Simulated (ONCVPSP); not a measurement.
**Before and after: ONCV potential for lead (Pb)**

ONCVPSP 4.0.1 input, shortened (lines: element, Z, core and valence counts, functional; n l f; lmax; l rc ep ncon nbas qcut; lloc lpopt rc5 dvloc0; l nproj debl; icmod fcfact rcfact), LDA (Perdew-Wang 92), non-relativistic:

```
  Pb 82.00   12    3  -001012      upf
    1    0    2.00
    2    0    2.00
    2    1    6.00
    3    0    2.00
    3    1    6.00
    3    2   10.00
    4    0    2.00
    4    1    6.00
    4    2   10.00
    4    3   14.00
    5    0    2.00
    5    1    6.00
    5    2   10.00
    6    0    2.00
    6    1    2.00
    2
    0    2.35    0.00    5    9    2.60
    1    3.00    0.00    4    7    2.20
    2    1.70    0.00    4    9    8.10
    4    5    1.05    0.00
    0    2    1.40
    1    2    2.10
    2    2    2.30
    1    0.20    0.00
```

All-electron outer shells of the reference configuration (LDA (PZ), non-relativistic, ld1.x):

| shell | level (eV) | outermost node (bohr) | outermost maximum (bohr) |
| --- | --- | --- | --- |
| 5s | -114.46 | 0.50 | 0.88 |
| 5p | -80.03 | 0.51 | 0.92 |
| 5d | -24.54 | 0.53 | 1.06 |
| 6s | -9.72 | 1.13 | 2.21 |
| 6p | -3.87 | 1.23 | 2.73 |

Change: local potential polynomial inside 1.10 bohr (lpopt 5, dvloc0 0 Ha).

Cutoffs: the cutoffs (Ha) at which the residual kinetic energy of the hardest occupied pseudo-wave falls to 1 and 0.1 mHa per electron; they do not see the model core or the augmentation charge, which bear on the density cutoff. Errors are all-electron minus pseudo energies relative to the spin-unpolarised reference configuration.

Question: Predict the effect on cutoff, ghosts and configuration errors.

Answer: The potential gets neither clearly harder nor softer (25 Ha and 34 Ha → 25 Ha and 34 Ha); both files keep a bound ghost (p, s); the errors of the 4 common tests hardly move.

| quantity | base | changed |
| --- | --- | --- |
| cutoff, loose | 25 Ha | 25 Ha |
| cutoff, tight | 34 Ha | 34 Ha |
| bound ghosts | s, p | s, p |
| GHOST(+) flags under 300 eV | s at 48.2 eV | s at 61.6 eV |
| error for 5d10 6s2 6p1, meV [ΔE 6.93 eV] | -1.8 | -1.8 |
| error for 5d10 6s2 6p0, meV [ΔE 20.64 eV] | -16 | -16 |
| error for 5d10 6s1 6p0, meV [ΔE 49.56 eV] | -48 | -49 |
| error for 5d9 6s2 6p3, meV [ΔE 22.55 eV] | -106 | -106 |
| s: phases at 2.39 bohr within 0.05 rad from the reference energy up to (Ha; the scan ends near 5) | 1.7 | 2.1 |
| p: phases at 3.04 bohr within 0.05 rad from the reference energy up to (Ha; the scan ends near 5) | 3.6 | 3.8 |
| d: phases at 1.72 bohr within 0.05 rad from the reference energy up to (Ha; the scan ends near 5) | to the end of the scan | to the end of the scan |
| rms error of d²Exc/dni dnj with the model core, mHa | 1.42 | 1.42 |

 A true bound ghost makes a file unfit for plane-wave use even where its test errors are small: the radial tests pick states by their node count and pass the ghost by.
